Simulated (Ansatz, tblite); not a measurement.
Removing and adding an electron: Mo3H6S8. Total charge 0; singlet. Geometry: r2SCAN-D4/def2-SVP. Ansatz, gas phase; energy differences of separate SCF runs; the oxidised species was run as a doublet alone; the reduced species was run as a doublet alone.

```xyz
17

Mo   -1.046   -0.382    0.506
Mo   -0.113    0.138   -1.704
Mo    1.538    0.175    0.555
S    -2.134    1.386    1.035
S     2.141   -0.013   -1.642
S    -2.276   -2.305   -0.048
S     0.413   -1.290    2.265
S    -0.763    2.296   -2.017
S    -1.093   -1.405   -3.101
S     1.780    2.343    1.222
S     3.360   -1.034    1.306
H    -3.248   -2.065    0.873
H     0.041   -0.274    3.087
H    -1.536    2.417   -0.863
H    -2.053   -2.002   -2.330
H     0.693    2.720    0.483
H     4.296   -0.705    0.372
```

In the def2 sets Mo takes a core potential; there is no spin–orbit coupling. The xTB rows come from tblite. Single mean-field runs in def2-TZVP are fitted with def2-universal-jkfit. The order of the spin states hangs on the level: the triplet lies 0.23 eV below the singlet at r2SCAN0-D4/def2-TZVP, but 0.33 eV above it at PBE-D4/def2-TZVP.

```tsv
level	−HOMO (eV)	vertical IE (eV)	−LUMO (eV)	vertical EA (eV)	HOMO–LUMO gap (eV)	IE − EA (eV)	remarks
GFN1-xTB	10.56	12.73	9.49	7.36	1.07	5.36	–
GFN2-xTB	10.83	12.72	9.88	8.04	0.95	4.68	–
PBE-D4/def2-TZVP	5.57	7.52	4.42	2.59	1.15	4.93	–
BLYP-D4/def2-TZVP	5.40	7.39	4.23	2.43	1.17	4.95	restricted SCF unstable in HF (singlet)
r2SCAN-D4/def2-TZVP	5.80	7.59	4.45	2.67	1.35	4.92	restricted SCF unstable in HF (singlet)
PBE0-D4/def2-TZVP	6.68	7.74	3.88	2.79	2.80	4.95	restricted SCF unstable in HF (singlet)
r2SCAN0-D4/def2-TZVP	6.86	7.76	3.90	2.89	2.96	4.88	restricted SCF unstable in HF (singlet)
```

Relaxing the oxidised species (r2SCAN-D4/def2-SVP) changes its energy by -0.37 eV at PBE-D4/def2-TZVP, so the adiabatic ionisation energy to this nearest minimum is 7.15 eV. At PBE0-D4/def2-TZVP it is 7.20 eV.  Relaxing the reduced species (r2SCAN-D4/def2-SVP) changes its energy by -0.45 eV at PBE-D4/def2-TZVP, so the adiabatic electron affinity to this nearest minimum is 3.04 eV. At PBE0-D4/def2-TZVP it is 3.19 eV.  Run but left out: PBE-QIDH/def2-TZVP (singlet: restricted singlet, unstable in another Hartree–Fock run and untested here).   Raw xTB energy differences between charge states are shifted by several eV; the methods need an empirical correction for them. Sets without diffuse functions give affinities that are too small.
